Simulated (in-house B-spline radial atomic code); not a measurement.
**B IV (B3+): 1s2**

Method: non-relativistic PBEsol, spin-polarised, spherical fractional occupations, point nucleus. Calculated with a B-spline radial code for spherical atoms.

Z_r = [3n² - l(l+1)]/(2<r>); Z_e = n√(-2ε); the last column is Slater's effective charge. Values are occupation-weighted means over spin.

```csv
shell,electrons,ε (eV),<r> (bohr),Z_r,Z_e,Slater
1s,2,-230.1,0.3273,4.58,4.11,4.70
```

The least bound orbital is 1s at -230.1 eV, and it is also the most diffuse (<r> = 0.3273 bohr).

The density falls to 0.001 bohr⁻³ at 1.232 bohr; Σ<r²> = 0.28991 bohr² gives, by the non-relativistic formula and without the paramagnetism of open shells, a Langevin diamagnetic susceptibility of -0.2296×10⁻⁶ cm³/mol.
